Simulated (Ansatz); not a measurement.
Relaxation of BClH$_{5}$NO (9 atoms, charge 0, multiplicity 1), to a largest force component of 0.03 eV/Å in at most 50 steps.

All numbers below come from RKS PBE0-D4/6-31G* (Ansatz).

```xyz
9
Properties=species:S:1:pos:R:3
B -0.028 0.541 -0.424
Cl 0.187 0.103 2.610
N 1.198 0.013 -0.850
H 1.352 -0.952 -1.102
H 2.050 0.541 -0.763
O -1.241 -0.089 -0.448
H -1.179 -1.015 -0.712
H -0.050 1.672 -0.028
H -0.171 1.009 1.706
```

Question: Where does it end, and by what steps?

Answer: The run converged. The force dipped under the threshold on the way, but the program's further checks kept it going. After 25 steps the energy has fallen by 0.343 eV; Cl2 moved furthest, 1.71 Å.

```json
{"step": "0", "energy less start (eV)": "0.0000", "largest force component (eV/Å)": "0.785", "accepted": "yes"}
{"step": "1", "energy less start (eV)": "-0.0695", "largest force component (eV/Å)": "0.707", "accepted": "yes"}
{"step": "2", "energy less start (eV)": "-0.0852", "largest force component (eV/Å)": "0.490", "accepted": "yes"}
{"step": "3", "energy less start (eV)": "-0.0747", "largest force component (eV/Å)": "1.157", "accepted": "no"}
{"step": "4", "energy less start (eV)": "-0.1082", "largest force component (eV/Å)": "0.166", "accepted": "yes"}
{"step": "5", "energy less start (eV)": "-0.1172", "largest force component (eV/Å)": "0.128", "accepted": "yes"}
{"step": "6", "energy less start (eV)": "-0.1259", "largest force component (eV/Å)": "0.398", "accepted": "yes"}
{"step": "7", "energy less start (eV)": "-0.1453", "largest force component (eV/Å)": "0.740", "accepted": "yes"}
{"step": "8", "energy less start (eV)": "-0.1900", "largest force component (eV/Å)": "0.615", "accepted": "yes"}
{"step": "9", "energy less start (eV)": "-0.2546", "largest force component (eV/Å)": "0.318", "accepted": "yes"}
{"step": "10", "energy less start (eV)": "-0.2853", "largest force component (eV/Å)": "0.352", "accepted": "yes"}
{"step": "11", "energy less start (eV)": "-0.3010", "largest force component (eV/Å)": "0.530", "accepted": "yes"}
{"step": "12", "energy less start (eV)": "-0.3177", "largest force component (eV/Å)": "0.451", "accepted": "yes"}
{"step": "13", "energy less start (eV)": "-0.3269", "largest force component (eV/Å)": "0.336", "accepted": "yes"}
{"step": "14", "energy less start (eV)": "-0.3318", "largest force component (eV/Å)": "0.235", "accepted": "yes"}
{"step": "15", "energy less start (eV)": "-0.3352", "largest force component (eV/Å)": "0.164", "accepted": "yes"}
{"step": "16", "energy less start (eV)": "-0.3378", "largest force component (eV/Å)": "0.079", "accepted": "yes"}
{"step": "17", "energy less start (eV)": "-0.3370", "largest force component (eV/Å)": "0.212", "accepted": "no"}
{"step": "18", "energy less start (eV)": "-0.3385", "largest force component (eV/Å)": "0.019", "accepted": "yes"}
{"step": "19", "energy less start (eV)": "-0.3400", "largest force component (eV/Å)": "0.086", "accepted": "yes"}
{"step": "20", "energy less start (eV)": "-0.3408", "largest force component (eV/Å)": "0.195", "accepted": "yes"}
{"step": "21", "energy less start (eV)": "-0.3419", "largest force component (eV/Å)": "0.096", "accepted": "yes"}
{"step": "22", "energy less start (eV)": "-0.3423", "largest force component (eV/Å)": "0.005", "accepted": "yes"}
{"step": "23", "energy less start (eV)": "-0.3426", "largest force component (eV/Å)": "0.012", "accepted": "yes"}
{"step": "24", "energy less start (eV)": "-0.3423", "largest force component (eV/Å)": "0.120", "accepted": "no"}
{"step": "25", "energy less start (eV)": "-0.3428", "largest force component (eV/Å)": "0.024", "accepted": "yes"}
```

```xyz
9
Properties=species:S:1:pos:R:3
B 0.512 0.599 -0.384
Cl -1.336 0.561 3.249
N 1.174 0.053 -1.492
H 1.076 -0.894 -1.827
H 1.814 0.606 -2.039
O -0.379 -0.117 0.394
H -0.499 -1.038 0.129
H 0.694 1.737 -0.067
H -0.935 0.317 2.027
```

Whether the end is a true minimum wasn't checked by a vibrational analysis.

The run took 81 s on 1 thread of Arm Neoverse V1, on a shared host, peak memory 0.17 GiB.
